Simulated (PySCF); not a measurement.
carbon diselenide (CSe2), SMILES [Se]=C=[Se].

Geometry: ωB97X-D3(BJ)/def2-TZVP.

The numbers are results of HF/def2-TZVPD run with PySCF, not measurements.

Gas-phase values at a fixed geometry.

```
Quantity                                                                                                        Result
---------------------------------------------------------------------------------------------  -----------------------
total energy                                                                                       -4837.53615 hartree
point group                                                                                                        D∞h
highest occupied level                                                                                        -9.33 eV
lowest empty level                                                                                             0.65 eV
orbital gap                                                                                                    9.99 eV
dipole moment                                                                                                0.000 e·Å
quadrupole, principal values (traceless, Buckingham form, about the centre of nuclear charge)   -2.60, -2.60, 5.21 D·Å
mean static polarisability                                                                       73.3 bohr³ (10.86 Å³)
polarisability, principal values                                                               47.2, 47.2, 125.5 bohr³
```
